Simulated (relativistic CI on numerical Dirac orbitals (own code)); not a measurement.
**Au⁵⁺: L2,3 absorption edge**

Computed with this model: Dirac-Coulomb-Breit CI, KLI orbitals optimised for each configuration, a model potential for QED, valence Slater integrals scaled by 0.7, multiplet model of core-to-valence dipole absorption; configurations [Xe] 4f14 5d6 → [He] 2s2 2p5 3s2 3p6 3d10 4s2 4p6 4d10 4f14 5s2 5p6 5d7; 80 K; Lorentzian 5 eV and Gaussian 1 eV FWHM. Energies are those of the free ion, without screening or charge transfer. The branching ratio is the share of the lower-energy edge in the whole absorption, uncertain by about 0.02 where the edges overlap. S is read from ⟨S²⟩ = S(S + 1).

Field parameters in Wybourne normalisation: D3d B²₀ = −7Dσ, B⁴₀ = −14Dq − 21Dτ, B⁴₃ = −14√(10/7) Dq. The field is a parameter set, without covalency.

free ion: ground-state S = 1.72, centroid 12023.78 eV, branching ratio 0.943. Peaks (eV, height): 11920.5 (100), 13736.0 (6).

D3d, 10Dq = 17500, Dσ = 700, Dτ = 240 cm⁻¹: ground-state S = 0.73, centroid 12040.63 eV, branching ratio 0.934. Peaks (eV, height): 11920.5 (100), 13737.0 (7).

The statistical ratio of this edge is 2/3 = 0.667. Values above it arise where the holes sit mainly in the j = l + 1/2 valence subshell or the ground state has high spin; values below it where core-valence Coulomb terms move weight to the upper edge, as in nearly empty shells. At deep edges of heavy elements the radial integrals of the two core levels differ, which raises the baseline.

Strongest unbroadened transitions for free ion:

```tsv
Energy (eV)	Relative strength
11919.48	48.4
11919.77	10.5
11919.91	100.0
11920.78	24.6
11920.91	26.4
11921.11	1.1
11921.22	54.9
11921.38	2.0
11922.12	1.6
11922.18	4.1
11922.33	0.3
11922.44	14.6
11924.41	0.8
13736.04	10.3
13736.07	3.8
13737.75	1.0
13737.77	1.0
13738.80	0.8
```
